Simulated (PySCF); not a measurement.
Isomers of [C6H13P2]+, one conformer each; single-point electronic energies without zero-point terms and without any empirical dispersion term.

Level: PBE0/pcSseg-1 in PySCF, non-relativistic, each on one gas-phase PBE0-D3(BJ)/def2-SVP geometry that isn't relaxed in the solvent. The solvent is an IEF-PCM continuum (Bondi radii, 1.10 Å for H, scaled by 1.2). Specific hydrogen bonds and non-electrostatic terms are outside this model.

| isomer | relative energy, gas (kcal/mol) |
| --- | --- |
| `C[P@@+]1(CC=C(C1)C)P` | 0.0 |
| `C#C[P+](C)(C)CCP` | 46.3 |

Q: How do the relative energies look in benzene (ε = 2.271)?

A: 
```
                isomer  relative energy, solvent (kcal/mol)  E(solvent) − E(gas) (kcal/mol)
`C[P@@+]1(CC=C(C1)C)P`                                  0.0                           -29.2
    `C#C[P+](C)(C)CCP`                                 46.1                           -29.4
```

The order is unchanged. Conformers: `[CH3:1][C:2]1=[CH:3][CH2:4][P@+:5]([CH3:6])([PH2:7])[CH2:8]1` (charge +1) with C4–P5–P7–H -42° and 53°, C2–C3–C4–P5 -15°, C3–C4–P5–C6 -93°, C4–P5–C8–C2 -20°, C1–C2–C8–P5 -166°; `[CH:1]#[C:2][P+:3]([CH3:4])([CH3:5])[CH2:6][CH2:7][PH2:8]` (charge +1) with C2–P3–C6–C7 -41°, P3–C6–C7–P8 -64°, C6–C7–P8–H -169° and 96°. `C#C[P+](C)(C)CCP` gains most from the continuum. The gains span 0.2 kcal/mol, the gas-phase energies 46.3 kcal/mol.
